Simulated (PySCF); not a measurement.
Structure problem from calculated spectra and properties.

Formula: C3H6ClFO2S.

* Triplet: lowest triplet excitation (Tamm–Dancoff): 5.35 eV [TDA CAM-B3LYP/def2-SVPD]
* Polarisability: 77.8 au [CAM-B3LYP/def2-SVPD]
* NMR, other nuclei: isotropic shieldings of nuclei other than C and H, by class: 22 (1 O), 34 (1 O), 378 (1 F), 170 (1 S), 334 (1 Cl) ppm [GIAO PBE0/pcSseg-1]
* UV, first state: lowest singlet excitation: 6.02 eV (206 nm, f = 0.004) [TDDFT CAM-B3LYP/def2-SVPD]
* Dipole: 2.14 D [CAM-B3LYP/def2-SVPD]
* 1H NMR: chemical shifts (computed TMS as zero) by class: 5.37 (1 H), 3.93 (1 H), 3.60 (1 H), 1.62 (3 H) ppm [GIAO PBE0/pcSseg-1]
* Rotational structure: rotational constants A, B, C: 2.766, 0.873, 0.788 GHz [GFN2-xTB]
* 13C NMR: chemical shifts (computed TMS as zero) by class: 86.9 (1 C), 77.4 (1 C), 23.5 (1 C) ppm [GIAO PBE0/pcSseg-1]
* UV, strongest line: among the 8 lowest singlet transitions: S6 at 8.01 eV (155 nm, f = 0.128) [TDDFT CAM-B3LYP/def2-SVPD]

Gas-phase values; electronic properties from PySCF, density fitting. Levels stand in brackets. Isolated species at its GFN2-xTB geometry (one conformer only). NMR classes are plain means over equivalent atoms (diastereotopic ones count apart unless rotation or inversion swaps them), as if these changed places fast.

Question: What is the compound? Reason from the data.

Answer: Numbering: `[CH3:1][C@H:2]([F:3])[CH2:4][S:5](=[O:6])(=[O:7])[Cl:8]`. 3 carbons fall into 3 classes; from least to most shielded: sp3 C–F carbon [C2] (86.9 ppm), sp3 carbon bound to sulfur [C4] (77.4 ppm), methyl carbon [C1] (23.5 ppm). Hydrogen classes from least to most shielded: 1 H on an sp3 C–F carbon, C2 (5.37 ppm), 1 H on an sp3 carbon bound to sulfur, C4 (3.93 ppm), 1 H on an sp3 carbon bound to sulfur, C4 (3.60 ppm), 3 H on a methyl carbon, C1 (1.62 ppm). The other shieldings belong to: 22 ppm, sulfonyl oxygen [O7]; 34 ppm, sulfonyl oxygen [O6]; 378 ppm, alkyl fluorine [F3]; 170 ppm, sulfonyl sulfur [S5]; 334 ppm, chlorine bonded to S [Cl8]. S1 is mainly HOMO→LUMO (weight 0.95); the largest Löwdin shares of the orbital it empties are 0.44 on the chlorine bonded to S, 0.28 on a sulfonyl oxygen and 0.25 on a sulfonyl oxygen, of the orbital it fills 0.43 on the chlorine bonded to S, 0.26 on the sulfonyl sulfur and 0.09 on each of 2 atoms of one kind (sulfonyl oxygen). The optimised geometry has point group C1 and is an asymmetric top. Structure: `C[C@H](F)CS(=O)(=O)Cl`. Computed isomers that give other values at the same levels: `C[C@H](CF)S(=O)(=O)Cl` (13C chemical shifts (computed TMS as zero) by class: 86.4 (1 C), 73.4 (1 C), 14.8 (1 C) ppm); `CC[C@@H](F)S(=O)(=O)Cl` (13C chemical shifts (computed TMS as zero) by class: 117.1 (1 C), 26.8 (1 C), 9.5 (1 C) ppm). The assignments are read from this structure; whether some other isomer fits the data as well wasn't checked. The mirror image fits equally.

Shape of the structure used: `[CH3:1][C@H:2]([F:3])[CH2:4][S:5](=[O:6])(=[O:7])[Cl:8]`: C1–C2–C4–S5 -73°, C2–C4–S5–O6 -49°.
